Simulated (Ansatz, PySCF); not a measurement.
ClFHNOW, SMILES [NH]=[W]([F])(=[O])[Cl], multiplicity 1. Atoms are numbered in the order given.

```xyz
6

W      0.0911     0.0840    -0.1575
O      1.7709     0.1700     0.0439
N     -0.2182    -0.9798    -1.4954
H      0.1246    -1.6015    -2.2236
F     -0.5780     1.7702    -0.6008
Cl    -0.8087    -0.8965     1.6966
```

The structure is a stationary point at PBE0-D3(BJ)/def2-SVP. The spin state was assumed, not searched. The structure was generated by enumeration; whether it is a known compound was not checked. The def2 effective core potentials stand for the cores of W; spin–orbit coupling is left out.

Two levels are set side by side: PBE-D3(BJ)/def2-SVP (Ansatz, a quantum-chemistry and plane-wave program) and PBE0-D3(BJ)/def2-SVP (Ansatz). Each level has its own optimised geometry; the coordinates shown are those of the second. Frequencies come from the Hessian of PySCF at each geometry. Differences are taken from unrounded values.

```tsv
quantity	PBE0-D3(BJ)	PBE-D3(BJ)	PBE-D3(BJ) minus PBE0-D3(BJ)
mean bond length (Å)	1.720	1.735	0.016
bond W1–O2 (Å)	1.694	1.716	0.022
bond W1–N3 (Å)	1.737	1.759	0.022
bond W1–F5 (Å)	1.867	1.882	0.014
bond W1–Cl6 (Å)	2.282	2.294	0.012
bond N3–H4 (Å)	1.017	1.026	0.009
highest harmonic wavenumber (cm⁻¹)	3653	3526	-126
mean harmonic wavenumber (cm⁻¹)	766	734	-32
zero-point energy (kcal/mol)	13.14	12.59	-0.55
```

GGA bonds tend to be longer and softer than those of functionals with exact exchange. Differences between two approximate levels are no errors against the true value.
